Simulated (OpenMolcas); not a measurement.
Mn2+, Tc2+, Re2+: d⁵ down the group

```json
{"Program": "OpenMolcas", "Method": "RASSCF", "Basis": "ANO-RCC-VQZP", "Scalar Hamiltonian": "DKH2, point nucleus", "Spin-orbit coupling": "RASSI with atomic mean-field integrals over the reference wave functions, term energies averaged over their components"}
```

Active space for each ion: 11 electrons in 8 orbitals (RAS1 p, at most 2 holes; RAS2 d).

Computed levels in cm-1 above ⁶S_5/2:

| Level | Mn2+ | Tc2+ | Re2+ |
| --- | --- | --- | --- |
| ⁴G_7/2 | 32952 | 24934 | 22810 |
| ⁴G_11/2 | 32957 | 24990 | 23538 |
| ⁴G_9/2 | 32963 | 25031 | 24056 |
| ⁴P_3/2 | 33582 | 25899 | 23093 |
| ⁴P_1/2 | 33606 | 26157 | 24954 |
| ⁴D_7/2 | 38904 | 29388 | 28243 |
| ⁴D_1/2 | 38931 | 29702 | 30691 |
| ⁴D_3/2 | 38946 | 29864 | 31416 |
| ⁴D_5/2 | 38948 | 29863 | 29945 |
| weight of ⁶S in the lowest level (%) | 100 | 99 | 92 |

Mixed levels, with the weight of the term that names them: Re2+ ⁴P_3/2 (58 %), Re2+ ⁴D_3/2 (56 %), Re2+ ⁴D_5/2 (52 %).

Measured, with the error of the calculation in %. Measured levels: Mn2+ from Corliss and Sugar, J. Phys. Chem. Ref. Data 6, 1253 (1977); Re2+ from the list in Brasseur, Gamrath and Quinet, At. Data Nucl. Data Tables 157, 101636 (2024).

```
  Level           Mn2+           Re2+
 ⁴G_7/2  26860 (+22.7)  16890 (+35.0)
⁴G_11/2  26824 (+22.9)  18020 (+30.6)
 ⁴G_9/2                 18346 (+31.1)
 ⁴P_3/2  29241 (+14.8)               
 ⁴P_1/2  29207 (+15.1)               
 ⁴D_7/2  32307 (+20.4)  20453 (+38.1)
 ⁴D_1/2  32369 (+20.3)               
 ⁴D_5/2  32384 (+20.3)
```

Without spin-orbit coupling ⁴G lies 32956, 24975, 23387 cm-1 above ⁶S in that order; the difference to the level ⁴G_7/2, of either sign, comes from spin-orbit coupling, which also lowers the zero.

Without dynamic correlation excited terms often stand tens of per cent too high (terms of higher spin than the ground term too low), and those without a measured partner can miss by more than the paired ones. Active for correlation alone: 3p; no level in the range computed is led by a configuration that opens it, so any true level of that kind is missing (holds for Mn2+). Active for correlation alone: 4p; no level in the range computed is led by a configuration that opens it, so any true level of that kind is missing (holds for Tc2+). Some levels mix across a computed gap that differs much from the measured one, so their mixing is not that of the real levels (holds for Re2+). Active for correlation alone: 5p; no level in the range computed is led by a configuration that opens it, so any true level of that kind is missing (holds for Re2+). Measured partners are found by configuration, term and J. A level has none where our copy of the source lacks it or the pairing is in doubt (some pairs that miss far off the trend of their configuration count as doubtful), and it then counts in no deviation. Levels of configurations outside the active space are missing.
